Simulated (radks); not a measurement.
Results of a calculation; reference values are marked as such.
Ionisation of the molybdenum ion Mo+, [Kr] 4d5, to Mo2+, [Kr] 4d4, under several functionals. Dirac Kohn-Sham, spin-unpolarised, spherical densities, point nucleus; open shells are shared between the two j in proportion to 2j + 1; a radial shooting solver on a logarithmic mesh with Libxc functionals.

revPBE: E(Mo+) (hartree) -4049.15299; Exc (hartree) -123.76717; IE (eV) 15.375; -e(HOMO) (eV) 10.241; <r> HOMO (bohr) 1.898; IE error (eV) -0.785
AM05: E(Mo+) (hartree) -4044.94292; Exc (hartree) -119.49531; IE (eV) 15.432; -e(HOMO) (eV) 10.299; <r> HOMO (bohr) 1.897; IE error (eV) -0.728
PBE: E(Mo+) (hartree) -4048.94892; Exc (hartree) -123.55483; IE (eV) 15.461; -e(HOMO) (eV) 10.329; <r> HOMO (bohr) 1.902; IE error (eV) -0.699
Wu-Cohen GGA: E(Mo+) (hartree) -4048.32282; Exc (hartree) -122.92268; IE (eV) 15.450; -e(HOMO) (eV) 10.320; <r> HOMO (bohr) 1.897; IE error (eV) -0.710

NIST Atomic Spectra Database: 16.2 eV (semi-empirical). Closest: PBE. The Delta-SCF values span 0.09 eV, the total energies 4.21 hartree. The highest occupied level is 4d5/2. Spin polarisation and multiplet splitting are left out, so open shells lie too high by an amount that depends on their filling. Sharing an open shell by 2j + 1 raises it above the true ground level by a part of the spin-orbit splitting, which enters the differences from NIST.

Beside tabulated values, note that spin-unpolarised runs miss the spin-polarisation part of the exchange energy of open shells.
